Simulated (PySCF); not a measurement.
Species: C4H14BPSi.
Atom-mapped SMILES: `[BH2:1][PH:2][SiH2:3][C:4]([CH3:5])([CH3:6])[CH3:7]` (hydrogens: H8, H9 on B1; H10 on P2; H11, H12 on Si3; H13, H14, H15 on C5; H16, H17, H18 on C6; H19, H20, H21 on C7)

Torsions of this conformer, `[BH2:1][PH:2][SiH2:3][C:4]([CH3:5])([CH3:6])[CH3:7]`: B1–P2–Si3–C4 -163°, P2–Si3–C4–C5 -179°.

The closed-shell ground state was solved at several levels (PySCF, density fitting, gas phase, non-relativistic). Geometry: PBE0-D3(BJ)/def2-SVP, one conformer, isolated molecule.

```tsv
level	basis functions	HOMO (eV)	LUMO (eV)	gap (eV)	dipole (D)
CAM-B3LYP/def2-SVPD	260	-8.39	-0.52	7.87	1.74
PBE0/pcSseg-1	203	-7.22	-1.60	5.62	1.86
```

Q: Estimate the row for B3LYP/pcSseg-1, a basis of 203 functions; the other rows only guide the guess.

A: HOMO -6.99 eV, LUMO -1.76 eV, gap 5.23 eV, dipole 1.85 D.

Q: Over all these levels, which gives the widest orbital gap and which the narrowest?

A: CAM-B3LYP/def2-SVPD (range-separated hybrid) has the widest, 7.87 eV, and B3LYP/pcSseg-1 (global hybrid, 20 % exact exchange) the narrowest, 5.23 eV. Functional and basis both differ between the two, so the spread mixes both effects.

Q: How far do the dipole and the HOMO energy spread over the levels?

A: The dipole runs from 1.74 to 1.86 D (mean 1.81 D) and the HOMO from -8.39 to -6.99 eV.
